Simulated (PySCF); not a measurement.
C7H9N.
Z-matrix (Å and degrees, PBE0-D3(BJ)/def2-SVP geometry), rows numbered from 1:
```
C 
C   1  1.5267
C   2  1.5030  1  112.57
C   3  1.3972  2  122.20  1   -87.42
C   4  1.3916  3  119.58  2   177.67
C   5  1.3944  4  118.36  3    -0.08
N   6  1.3300  5  123.07  4     0.23
C   7  1.3285  6  117.88  5    -0.19
H   1  1.1007  2  111.23  3   179.79
H   1  1.1008  2  110.99  3   -59.90
H   1  1.1010  2  111.05  3    59.48
H   2  1.1021  1  109.62  3  -121.89
H   2  1.1021  1  109.57  3   121.77
H   4  1.0942  3  119.97  2    -2.59
H   5  1.0922  4  121.18  3   179.73
H   6  1.0962  5  120.33  4  -179.97
H   8  1.0980  3  119.23  2     2.71
```

Level: B3LYP/def2-SVPD in PySCF, non-relativistic, on one gas-phase PBE0-D3(BJ)/def2-SVP geometry that isn't relaxed in the solvent. The solvent is an IEF-PCM continuum (Bondi radii, 1.10 Å for H, scaled by 1.2). The model holds no explicit solvent molecules, cavitation or dispersion.

```tsv
medium	total energy (Eh)	HOMO (eV)	LUMO (eV)	dipole (D)
gas phase	-326.698196	-7.034	-0.995	2.508
chloroform (ε = 4.711)	-326.703486	-7.130	-0.994	3.242
```

Question: What is E(solvent) − E(gas) in chloroform, in kJ/mol?

Answer: -326.703486 − (-326.698196) = -0.005290 Eh = -13.89 kJ/mol.

Question: Scale it by Onsager's factor (ε − 1)/(2ε + 1) to dimethylsulfoxide (ε = 46.83), and compare with the calculation.

Answer: The factor goes from 0.356 to 0.484, a ratio of 1.360, which gives -18.88 kJ/mol. The calculation gives -19.97 kJ/mol (total energy -326.705802 Eh), so the scaled value is 5.4 % too small in size.

Question: Scale the changes of the other columns the same way. What are the values in dimethylsulfoxide?

Answer: 
| quantity | scaled | computed | difference |
| --- | --- | --- | --- |
| HOMO (eV) | -7.165 | -7.143 | -0.022 |
| LUMO (eV) | -0.993 | -1.015 | +0.022 |
| dipole (D) | 3.506 | 3.590 | -0.084 |

The atom shares or the degeneracy of the HOMO differ between the media, so that row needn't follow one orbital.

Question: How does each lowering split into the polarisation term (half the interaction with the induced surface charges) and the distortion of the solute's density?

Answer: chloroform: -16.17 + 2.28 kJ/mol, the distortion taking back 14 % of the polarisation term; dimethylsulfoxide: -24.85 + 4.88 kJ/mol, the distortion taking back 20 % of the polarisation term.
